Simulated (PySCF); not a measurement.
C3H11GeNSi.
Structure used (PBE0-D3(BJ)/def2-SVP), in Å, numbered top down from 1:
```
atom  x, y, z in Å
C1     2.3448   -1.3223   -0.3531
C2     1.4784   -0.3306   -0.1447
C3     0.3031   -0.0293   -1.0284
N4    -0.9792   -0.1035   -0.3293
Si5   -1.5503   -1.6760    0.1653
Ge6   -1.7171    1.4824    0.2569
H7     3.1790   -1.5103    0.3278
H8     2.2506   -1.9852   -1.2201
H9     1.5874    0.3103    0.7397
H10    0.4212    0.9811   -1.4630
H11    0.3060   -0.7271   -1.8867
H12   -2.9920   -1.5398    0.5298
H13   -0.8280   -2.2666    1.3380
H14   -1.3892   -2.6257   -0.9812
H15   -1.6846    2.4679   -0.9287
H16   -0.9069    2.0931    1.4239
H17   -3.1538    1.1905    0.7144
```

Level of theory: PySCF 2.14.0, density-fitted response routines, TDDFT CAM-B3LYP/def2-SVPD, vertical, gas phase, core orbitals frozen in the response. The CAM-B3LYP/def2-SVPD calculation is non-relativistic and has no spin–orbit coupling, an omission that weighs most on germanium.

Ground-to-excited transition dipoles (e·a0, same axes as the geometry; the sign carries no meaning), for the states with f of 0.002 or more among the lowest 7:

```
state  E (eV)      μx      μy      μz
   S1   5.808   0.269  -0.084   0.048
   S2   6.381  -0.181   0.228   0.249
   S3   6.448  -0.344   0.120  -0.372
   S4   6.761  -0.291   0.161   0.168
   S5   7.185   0.187   0.019  -0.127
   S6   7.284   0.102  -0.122  -0.160
   S7   7.321   0.735  -0.594   0.073
```

(1) Work out the oscillator strengths.

(2) Which bond between heavy atoms lies closest to the direction of the S7 transition dipole?

(3) What angle do the transition dipoles of S1 and S7 make?

(4) What peak molar absorption coefficient would the strongest computed level give as a lone Gaussian band 0.3 eV wide at half height?

Answers

(1) f = (2/3) ΔE |μ|² with ΔE in hartree (27.2114 eV).

| state | \|μ\|² (au) | \|μ\| (D) | f |
| --- | --- | --- | --- |
| S1 | 0.081 | 0.73 | 0.012 |
| S2 | 0.147 | 0.97 | 0.023 |
| S3 | 0.271 | 1.32 | 0.043 |
| S4 | 0.138 | 0.95 | 0.023 |
| S5 | 0.052 | 0.58 | 0.009 |
| S6 | 0.051 | 0.57 | 0.009 |
| S7 | 0.898 | 2.41 | 0.161 |

(2) C1–C2, at 17° from it; next N4–Ge6 at 34°.

(3) |cos θ| = |μa·μb| / (|μa| |μb|) = 0.93, so θ ≈ 22° (taken between 0 and 90°, since the signs are arbitrary).

(4) ε(max) = 2.175×10⁸ f / FWHM, with the width in cm⁻¹. S7: 2.175×10⁸ × 0.1612 / 2420 ≈ 14000 L mol⁻¹ cm⁻¹.

The vertical ionisation energy (ΔSCF) is 8.61 eV, 1.29 eV above S7.

On one thread, Arm Neoverse V2, no GPU, shared host, this took 3.5 min wall.

One conformer stands for the species.
